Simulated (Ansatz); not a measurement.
**Ligand exchange: AlH2(SH) + GaH2(SH) → AlH(SH)2 + GaH3**

Gas-phase species: AlH2(SH), singlet; GaH2(SH), singlet; AlH(SH)2, singlet; GaH3 `[GaH3]`, singlet. The partners trade H for SH: Al–H and Ga–SH bonds give way to Al–SH and Ga–H.

Shapes, held fixed at every level: PBE0-D4/def2-TZVP. Flexible molecules stand in one conformer, not always the lowest. Programs: Ansatz 0.2.0. The zero-point and thermal change to 298 K, harmonic and unscaled (PBE0-D4/def2-TZVP), is -0.8 kJ/mol.

```csv
level,kind,ΔH(298 K) (kJ/mol),less CCSD(T)/def2-TZVPP
HF/def2-SVP,Hartree–Fock,-6.4,+2.5
PBE-D4/def2-TZVPP,GGA,-8.0,+0.9
r2SCAN-D4/def2-TZVPP,meta-GGA,-10.0,-1.1
BHLYP-D4/def2-TZVPP,global hybrid,-9.3,-0.4
r2SCAN0-D4/def2-TZVPP,global hybrid,-10.8,-1.9
MP2/def2-SVP,perturbation theory,-5.1,+3.8
MP2/def2-TZVPP,perturbation theory,-10.0,-1.1
CCSD(T)/def2-TZVPP,coupled cluster or CI,-8.9,0.0
```

The highest level, CCSD(T)/def2-TZVPP, gives ΔH(298 K) = -8.9 kJ/mol; the levels span -10.8 to -5.1. The column of differences is taken from that level and isn't an error. No measured value is set beside it here. Relativity is left out for Ga. Outer-core shells of Ga are correlated, in sets that cover them unevenly.
